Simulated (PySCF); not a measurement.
**A small calculation by hand: refractive index and permittivity of the vapour**

H₂O₄P, SMILES [O]P(=O)(O)O, multiplicity 2.

Coordinates come from a PBE0-D3(BJ)/def2-SVP optimisation. The isomer is the one that the SMILES or the coordinates give; other isomers of the formula were not compared. The values are those of a single conformer.

B3LYP/def2-TZVP (PySCF) gives a mean static polarisability of 39.0 bohr³ and a dipole moment of 3.96 D. Take an ideal gas at 298.15 K and 0.01 bar, whether or not the substance is that volatile.

Q: Work out n − 1 in the optical limit and the static ε − 1.

A: 
Polarisability volume α' = 39.0 × 0.148185 = 5.78 Å³. Number density N = p/kT = 2.43e-7 Å⁻³.
Dilute limit of Lorentz–Lorenz: n − 1 = 2π N α' = 8.8e-6.
Orientation term of Debye: μ²/(3kT) = 8.098 Å³ × μ²(D²) = 126.99 Å³.
ε − 1 = 4π N (α' + μ²/3kT) = 0.00041. Orientation of the dipole supplies 96 % of the static response; it can't follow optical fields. Vibrational polarisation and dispersion are left out.
